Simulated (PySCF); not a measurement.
Ge(Br)(OH)2(NH2), SMILES [NH2][Ge]([OH])([OH])[Br] (PBE0/def2-SVP optimised geometry):

```
9

N      0.989    -0.646     0.000
Ge    -0.813    -0.646     0.000
O     -1.429     1.005     0.000
O     -1.240    -1.551    -1.448
Br    -1.873    -1.590     1.816
H      1.429    -0.302     0.849
H      1.404    -1.535    -0.269
H     -0.970     1.535    -0.664
H     -2.165    -1.823    -1.452
```

Calculation: PBE0/def2-TZVP run with PySCF.

### Question
What are the frontier orbital energies and the dipole moment?

### Answer
HOMO-2 -8.80 eV, HOMO-1 -8.50 eV, HOMO -8.08 eV, LUMO -0.52 eV, LUMO+1 1.01 eV; dipole moment 1.56 D.

On the same geometry PySCF with PBE/def2-TZVP gives HOMO-2 -7.39 eV, HOMO-1 -7.10 eV, HOMO -6.64 eV, LUMO -1.49 eV, LUMO+1 0.10 eV; dipole moment 1.58 D.

Meta-Löwdin charges at PBE0/def2-TZVP: N1 -0.71, Ge2 1.26, O3 -0.73, O4 -0.73, Br5 -0.29, H6 0.25, H7 0.25, H8 0.35, H9 0.35.
